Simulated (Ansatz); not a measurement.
`[Cl][Sn]([Cl])([Cl])[Br]`, charge 0, multiplicity 1.

(1) Give a relaxed structure at PBE0-D4/def2-TZVP (the Gaussian-basis code of Ansatz). (An estimate is asked.)

## Answers

(1) The calculation gave: 
Z-matrix (Å, degrees):
```
Sn
Cl 1 2.291
Cl 1 2.291 2 108.9
Br 1 2.435 2 110.1 3 120.7
Cl 1 2.291 2 108.9 3 -118.5
```
Point group C3v.
